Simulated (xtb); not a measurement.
Species: H₂ClOSi, SMILES `[O-][SiH2]Cl` (charge -1, multiplicity 1).

Task: Give a relaxed geometry from GFN2-xTB run with xtb 6.7.1.

Result: the end point of this relaxation (outside a Z-matrix the atoms follow the SMILES, hydrogens last).
Z-matrix (Å, degrees):
```
Si
O 1 1.5254
H 1 1.4810 2 119.40
H 1 1.4811 3 106.10 2 138.52
Cl 1 2.1631 3 97.85 4 100.56
```
